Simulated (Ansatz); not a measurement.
`C[CH](C)[In]([OH])[SH]` + H₂ → `[OH][InH][SH]` + `CCC`  (hydrogenolysis of the In–C bond)

Isolated molecules relaxed with PBE0-D4/def2-TZVP in Ansatz; ΔE leaves out vibrations. CCSD(T)/CBS is the MP2 limit (def2-TZVPP, def2-QZVPP) plus CCSD(T) − MP2 in def2-TZVPP, frozen cores. This one scheme is used for every species. DFT in def2-TZVPP. def2 core potentials past Kr. For In outer-core shells are correlated without core-valence functions, which leaves a few kJ/mol of doubt a bond. One conformer a species, not always the lowest.

CCSD(T)/CBS gives -41.5 kJ/mol.

Problem. Another level gave -35.3 kJ/mol. Which?
A. PBE-D4/def2-TZVPP
B. MP2/def2-TZVPP
C. r2SCAN-D4/def2-TZVPP
D. ωB97X-V/def2-TZVPP

Solution. B. MP2/def2-TZVPP -35.3, r2SCAN-D4 -50.4, PBE-D4 -45.2, ωB97X-V -57.5 kJ/mol.

Largest T1 diagnostic among the species: 0.016.

In def2-TZVPP, CCSD(T) changes the Hartree–Fock value by +44.8 kJ/mol (the triples alone add +8.3 kJ/mol) and MP2 by +56.5 kJ/mol. From PBE to PBE0 (25 % exact exchange), in def2-TZVPP and without D4, ΔE moves by −8.1 kJ/mol. The D4 term adds +14.0 kJ/mol with B3LYP and +8.1 kJ/mol with PBE0; it sums over pairs of atoms, weighted by their polarisabilities, and B3LYP, whose exchange is more repulsive, gets the larger term.

B3LYP here is the variant with VWN-RPA as its local correlation; programs differ in this.
